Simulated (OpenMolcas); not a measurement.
Worked example: vertical energy of the quartet above the doublet of C2H2FSi (SMILES C#C[SiH]F)

C2H2FSi has 6 atoms, charge 0, and is taken as a doublet. As SMILES, `C#C[SiH]F`. The coordinates come from a PBE0-D4/def2-TZVP relaxation.

```xyz
6

C     0.1181   -0.6800   -1.6057
C     0.1204   -0.2137   -0.4901
Si    0.3383    0.4667    1.1688
F    -0.4780   -0.4123    2.2268
H     0.1003   -1.0892   -2.5903
H    -0.1571    1.8644    1.2443
```

Both states at this one shape; open shells run unrestricted unless said. 1 Eh = 27.2114 eV.

| level | program | doublet C2H2FSi (Eh) | quartet C2H2FSi (Eh) |
| --- | --- | --- | --- |
| UBHLYP/def2-SVPD | OpenMolcas | -466.389374 | -466.208459 |
| UM06-2X/def2-SVPD | OpenMolcas | -466.389776 | -466.197925 |

Task: Work out the vertical gap, second state less first, at each level.

Result: 
1. UBHLYP/def2-SVPD: -466.208459 − (-466.389374) = 0.180915 Eh = 4.92 eV.
2. UM06-2X/def2-SVPD: -466.197925 − (-466.389776) = 0.191851 Eh = 5.22 eV.

No measured value is set beside it here; the levels span 4.92 to 5.22 eV.
